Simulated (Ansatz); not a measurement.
`CC(C)[O][InH][F]` and `CC(C)O[SiH](F)F` differ in one atom or group.

Ansatz, PBE0-D4/def2-TZVP geometries, multiplicity 1. Each molecule was computed in one conformer, which needn't be the lowest.

Elements past krypton have def2 core potentials.

| property | `CC(C)[O][InH][F]` |
| --- | --- |
| HOMO–LUMO gap (B3LYP/def2-TZVPP) / eV | 6.03 |
| size of the dipole moment (PBE/def2-TZVPP) / D | 3.90 |
| size of the dipole moment (ωB97M-V/def2-TZVPP) / D | 4.10 |
| LUMO energy (PBE/def2-TZVPP) / eV | -2.11 |
| HOMO energy (PBE0/def2-TZVPP) / eV | -7.87 |
| LUMO energy (B3LYP/def2-TZVPP) / eV | -1.61 |

Problem. Give the same properties after the change, and the shifts. (An estimate is asked.)

Solution. The calculation gave: 
| property | `CC(C)O[SiH](F)F` | shift |
| --- | --- | --- |
| HOMO–LUMO gap (B3LYP/def2-TZVPP) / eV | 9.11 | 3.08 |
| size of the dipole moment (PBE/def2-TZVPP) / D | 2.46 | -1.44 |
| size of the dipole moment (ωB97M-V/def2-TZVPP) / D | 2.55 | -1.55 |
| LUMO energy (PBE/def2-TZVPP) / eV | 0.01 | 2.12 |
| HOMO energy (PBE0/def2-TZVPP) / eV | -8.80 | -0.93 |
| LUMO energy (B3LYP/def2-TZVPP) / eV | 0.55 | 2.16 |

With PBE0 the HOMO falls by 0.93 eV and the LUMO rises by 2.17 eV, so the gap widens by about 3.10 eV. PBE moves the HOMO by -0.87 eV and ωB97M-V by -0.92 eV. Dipoles are sizes alone; their direction can turn.

B3LYP here is the variant with VWN-RPA as its local correlation; programs differ in this.
